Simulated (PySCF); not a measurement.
CF₃ (SMILES F[C-](F)F), charge -1, singlet, at a GFN2-xTB geometry (in this run its highest filled SCF level lies above zero, so its values depend strongly on the basis, on diffuse functions most of all); PBE0-D3BJM/def2-SVP (PySCF).

PySCF was given this input:
```python
from pyscf import gto, scf, dft

mol = gto.M(
    atom='''
C     0.01018319   -0.00657116    0.53245374
F    -0.01807559    1.27792011   -0.10226750
F     1.11097537   -0.62281319   -0.14731810
F    -1.09968858   -0.65072614   -0.10538356
''',
    basis='def2-svp',
    charge=-1,
    verbose=5,
)

mf = dft.RKS(mol)
mf.xc = 'pbe0'
mf.disp = 'd3bjm'
mf.kernel()
```

The log (banner, timings and long lists left out):

```
PySCF version 2.14.0

[INPUT] verbose = 5
[INPUT] max_memory = 4000
[INPUT] num. atoms = 4
[INPUT] num. electrons = 34
[INPUT] charge = -1
[INPUT] spin (= nelec alpha-beta = 2S) = 0
[INPUT] symmetry False subgroup None
[INPUT] Mole.unit = angstrom
[INPUT] Symbol           X                Y                Z      unit          X                Y                Z       unit  Magmom
[...]
[INPUT] ---------------- BASIS SET ----------------
[INPUT] l, kappa, [nprim/nctr], expnt,             c_1 c_2 ...
[INPUT] F
[...]
                                435.4193912       -0.039904258866
                                98.843328866      -0.17912768038
                                27.485198001      -0.46758090825
                                8.5405498171      -0.4465313102
[...]
                                4.9872339257      -0.23754317067
                                1.3491613954      -0.51287353587
[...]
[INPUT] C
[...]
                                186.29004992      0.040638409211
                                42.251176346      0.18025593888
                                11.676557932      0.46315121755
                                3.5930506482      0.44087173314
[...]
                                2.0103545142      0.21117025112
                                0.54771004707     0.51328172114
[...]
nuclear repulsion = 117.974787035464
number of shells = 24
number of NR pGTOs = 96
number of NR cGTOs = 56
basis = def2-svp
ecp = {}

******** <class 'pyscf.dft.rks.RKS'> ********
method = RKS
initial guess = minao
damping factor = 0
level_shift factor = 0
DIIS = <class 'pyscf.scf.diis.CDIIS'>
diis_start_cycle = 1
diis_space = 8
diis_damp = 0
SCF conv_tol = 1e-09
SCF conv_tol_grad = None
SCF max_cycles = 50
direct_scf = True
direct_scf_tol = 1e-13
XC library pyscf.dft.libxc version 7.1.2
    S. Lehtola, C. Steigemann, M. J. T. Oliveira, and M. A. L. Marques,  SoftwareX 7, 1–5 (2018)
XC functionals = pbe0
    C. Adamo and V. Barone,  J. Chem. Phys. 110, 6158 (1999)
    M. Ernzerhof and G. E. Scuseria,  J. Chem. Phys. 110, 5029 (1999)
radial grids:
    Treutler-Ahlrichs [JCP 102, 346 (1995); DOI:10.1063/1.469408] (M4) radial grids

becke partition: Becke, JCP 88, 2547 (1988); DOI:10.1063/1.454033
pruning grids: <function nwchem_prune>
grids dens level: 3
symmetrized grids: False
atomic radii adjust function: <function treutler_atomic_radii_adjust>
small_rho_cutoff = 0
Set gradient conv threshold to 3.16228e-05
Initial guess from minao.
atom C rad-grids = 75, ang-grids = [ 50  50  50  50  50  50  50  50  50  50  50  50  50  50  50  50  50  50
  50  50  50  50  86  86  86  86  86  86  86  86  86  86 266 266 266 266
 266 266 302 302 302 302 302 302 302 302 302 302 302 302 302 302 302 302
 302 302 302 302 266 266 266 266 266 266 266 266 266 266 266 266 266 266
 266 266 266]
atom F rad-grids = 75, ang-grids = [ 50  50  50  50  50  50  50  50  50  50  50  50  50  50  50  50  50  50
  50  50  50  50  86  86  86  86  86  86  86  86  86 266 266 266 266 266
 266 302 302 302 302 302 302 302 302 302 302 302 302 302 302 302 302 302
 302 302 266 266 266 266 266 266 266 266 266 266 266 266 266 266 266 266
 266 266 266]
tot_boxes 1440, boxes in each direction [10 10  8]
Padding 0 grids
tot grids = 56904
nelec by numeric integration = 32.94683456194761
E1 = -702.2125888387386  E2 = 247.181250465469  Ecoul = 283.2299100107326  Exc = -36.04865954526363
Calc dispersion correction with DFTD3.
Parameters: xc=pbe0, version=d3bjm, atm=False
init E= -337.057850760566
cond(S) = 186.7324828485441
[...]
  mo_energy =
[-24.92138577 -24.92109425 -24.92109258 -10.2716469   -1.3747615
  -1.27731836  -1.27731745  -0.73772223  -0.60744764  -0.60744676
  -0.56634407  -0.52293147  -0.52292998  -0.481891    -0.48189027
  -0.47124208  -0.23178709   0.09674276   0.09674323   0.16925279
   0.34781363   0.49052652   0.49052709   0.50313418   1.00327844
   1.00327872   1.04296112   1.06905087   1.06905222   1.18941123
[...]
[-24.50003497 -24.49984422 -24.49983703 -10.11140196  -0.98723112
  -0.91119795  -0.91119493  -0.40093905  -0.27903251  -0.27902986
  -0.23475197  -0.1836564   -0.18365422  -0.14437266  -0.1443704
  -0.13175331   0.03973966   0.40703763   0.40703889   0.47795429
   0.62220449   0.75325427   0.75325505   0.76125061   1.33228279
   1.33228455   1.36640244   1.38854027   1.38854386   1.50921544
   1.60494569   1.63953304   1.63953622   1.96021239   1.96022102
   1.96886327   1.96886793   2.00570749   2.25030384   2.27052673
   2.27052907   3.3177149    3.34074878   3.34075326   3.34162708
   3.35239544   3.35777473   3.35779854   3.38252871   3.38252919
   3.62707108   3.65023943   3.65023995   3.75369661   4.04310331
   4.04311363]
nelec by numeric integration = 34.000010213452015
E1 = -713.4083567809437  E2 = 258.42887921431316  Ecoul = 295.14338211086107  Exc = -36.71450289654791
cycle= 6 E= -337.005989953927  delta_E= -1.23e-06  |g|= 0.000194  |ddm|= 0.00292
[...]
  mo_energy =
[-24.5000576  -24.49986671 -24.49985985 -10.11153791  -0.98726132
  -0.91122916  -0.91122627  -0.40096182  -0.27905954  -0.27905693
  -0.23477809  -0.18368647  -0.1836843   -0.14440232  -0.14440011
  -0.13178485   0.03972473   0.40700933   0.40701059   0.47791972
   0.62219192   0.75322349   0.75322425   0.76122894   1.33225448
   1.33225622   1.36637349   1.38851543   1.3885189    1.5091914
   1.60491952   1.63950826   1.63951139   1.960179     1.9601876
   1.96882993   1.96883454   2.0056861    2.25028154   2.27048971
   2.27049204   3.31767253   3.34072336   3.34072801   3.34160104
   3.35236917   3.35774897   3.35777292   3.38248967   3.38249011
   3.62703545   3.65019962   3.65020022   3.75365224   4.04305927
   4.04306973]
nelec by numeric integration = 34.00001021360394
E1 = -713.4083817324245  E2 = 258.428904137112  Ecoul = 295.14339382877887  Exc = -36.71448969166689
cycle= 7 E= -337.005989982609  delta_E= -2.87e-08  |g|= 2.04e-05  |ddm|= 0.000726
[...]
  mo_energy =
[-24.50005597 -24.4998653  -24.49985794 -10.11153865  -0.98725982
  -0.91122754  -0.91122445  -0.40095963  -0.27905776  -0.27905507
  -0.23477667  -0.18368491  -0.18368272  -0.14440077  -0.14439847
  -0.13178309   0.03972587   0.40701121   0.40701249   0.47792043
   0.6221929    0.75322498   0.75322576   0.76122844   1.33225584
   1.3322576    1.36637571   1.38851583   1.38851948   1.5091921
   1.60492092   1.63951006   1.63951326   1.96018053   1.96018917
   1.96883097   1.96883568   2.0056874    2.25028249   2.27049101
   2.27049336   3.31767379   3.34072555   3.34072994   3.3416029
   3.35237122   3.35775103   3.35777477   3.38249106   3.38249156
   3.62703708   3.65020116   3.65020165   3.75365357   4.0430607
   4.04307096]
nelec by numeric integration = 34.0000102136176
E1 = -713.4083542483354  E2 = 258.42887665286685  Ecoul = 295.14336177130366  Exc = -36.7144851184368
cycle= 8 E= -337.005989982765  delta_E= -1.56e-10  |g|= 5.31e-06  |ddm|= 4.89e-05
[...]
  mo_energy =
[-24.50005609 -24.4998651  -24.49985846 -10.11153373  -0.98725917
  -0.91122697  -0.91122416  -0.40095866  -0.27905694  -0.27905437
  -0.23477605  -0.1836845   -0.18368233  -0.14440039  -0.14439822
  -0.13178277   0.03972729   0.40701261   0.40701385   0.47792186
   0.62219393   0.75322645   0.75322719   0.76122984   1.33225634
   1.33225807   1.366376     1.38851651   1.3885199    1.50919261
   1.6049212    1.63951034   1.63951345   1.96018165   1.96019024
   1.96883211   1.96883667   2.00568924   2.25028311   2.27049277
   2.27049508   3.31767422   3.3407258    3.34073055   3.34160328
   3.35237166   3.3577513    3.35777534   3.3824916    3.38249202
   3.62703781   3.65020179   3.65020244   3.75365434   4.04306149
   4.04307203]
nelec by numeric integration = 34.000010213628826
E1 = -713.4083552338643  E2 = 258.428877638394  Ecoul = 295.14336453094216  Exc = -36.71448689254818
Extra cycle  E= -337.005989982767  delta_E= -1.76e-12  |g|= 4.75e-06  |ddm|= 7.99e-06
converged SCF energy = -337.005989982767
```
